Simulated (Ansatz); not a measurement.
Energy needed to pull apart CHClSi₂ (SMILES Cl[Si]1=[Si]=C1), singlet, into free ground-state atoms, from the structure below (displaced at random from a GFN2-xTB minimum); no zero-point or spin–orbit terms; open-shell atoms are treated unrestricted, in their ground-state multiplicity.

```csv
atom,x (Å),y (Å),z (Å)
Cl1,-1.9686,-1.4941,0.7988
Si2,-0.9897,-0.0594,-0.3201
Si3,0.5764,1.4515,-1.2728
C4,0.7968,0.2156,0.0506
H5,1.5515,-0.1388,0.6946
```

Program: Ansatz 0.2.0. Basis: def2-TZVPP. Cores are frozen in the correlated methods.

```tsv
method	atomization energy (kcal/mol)
PBE-D4	420.6
r2SCAN-D4	?
PBE0-D4	407.9
r2SCANh-D4	403.6
LC-wPBE	392.9
wB97M-V	408.2
HF	?
MP2	402.7
CCSD	374.5
CCSD(T)	388.2
```

Problem. What does HF give? (To be estimated.)

Solution. By the calculation: 269.7 kcal/mol, which is about 118.4 kcal/mol less than CCSD(T)/def2-TZVPP.

Problem. What does r2SCAN-D4 give? (Judge from chemistry; the value comes from the calculation.)

Solution. By the calculation: 408.1 kcal/mol, which is about 20.0 kcal/mol more than CCSD(T)/def2-TZVPP.

In triple zeta the MP2 and coupled-cluster atomization energies are still short of their basis limit by a few kcal/mol a bond, whereas those of the functionals are nearly converged, so these differences are not deviations from converged CCSD(T).

No T1 diagnostic of these runs exceeds 0.016.

For scale, one of the runs: CCSD(T)/def2-TZVPP forces, 171 basis functions (an equivalent command: `ansatz run in.yaml --threads 4`). Time: 56 s of wall clock on 4 CPU threads; the host was shared. Peak host memory: 2.4 GiB.
